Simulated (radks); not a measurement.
Values are calculated unless marked as measured or tabulated.
Ionisation ladder of cerium, from Ce XLV to Ce LVIII. Each ion is in the ground configuration listed by NIST, and IE = E(next ion) - E(this ion), with E = 0 for the bare nucleus. Level of theory: scalar-relativistic Kohn-Sham, exchange-only LDA, spin-polarised, spherical densities, point nucleus; open shells are filled with parallel spins first (spin-orbit coupling, left out, can overturn this in heavy ions) (a radial shooting solver on a logarithmic mesh with Libxc functionals).

species    configuration  E (hartree)  IE, Delta-SCF (eV)  -e(HOMO) (eV)     HOMO  IE, NIST (eV)    kind  error (eV)
Ce XLV      [Ne] 3s2 3p2   -7034.4773              3503.7         3459.1    3p up           3570  theory       -66.3
Ce XLVI     [Ne] 3s2 3p1   -6905.7182              3594.1         3550.2    3p up           3672  theory       -77.9
Ce XLVII        [Ne] 3s2   -6773.6390              3871.2         3832.8       3s           3865  theory        +6.2
Ce XLVIII       [Ne] 3s1   -6631.3755              3969.6         3930.8    3s up           3963  theory        +6.6
Ce XLIX             [Ne]   -6485.4938              9164.6         9044.0       2p           9020  theory      +144.6
Ce L        [He] 2s2 2p5   -6148.7023              9411.0         9291.2  2p down           9269  theory      +142.0
Ce LI       [He] 2s2 2p4   -5802.8560              9652.9         9536.0  2p down           9545  theory      +107.9
Ce LII      [He] 2s2 2p3   -5448.1180              9984.7         9858.8    2p up           9803  theory      +181.7
Ce LIII     [He] 2s2 2p2   -5081.1887             10240.4        10115.4    2p up          10542  theory      -301.6
Ce LIV      [He] 2s2 2p1   -4704.8596             10491.6        10369.5    2p up          10840  theory      -348.4
Ce LV           [He] 2s2   -4319.3005             11217.9        11125.9       2s          11210  theory        +7.9
Ce LVI          [He] 2s1   -3907.0505             11466.3        11372.7    2s up        11459.9  theory        +6.4
Ce LVII             [He]   -3485.6732               46897          46524       1s        46840.3  theory       +57.0
Ce LVIII             1s1   -1762.2276               47953          47575    1s up        47965.9  theory       -13.2

Reference values: NIST Atomic Spectra Database (exp. = measured, semi-emp. = semi-empirical, theory = theoretical value adopted there). The ionisation energy per charge of the ion left behind rises most, in proportion, at Ce LVII ([He]), from 204.75 to 822.76 eV. Open shells are spherical and high-spin; term and fine-structure splittings are not resolved. Spin-orbit splitting is averaged out at the scalar-relativistic level. Nuclear size, the Breit interaction and QED, all absent here, shift the 1s and 2s values of heavy ions.
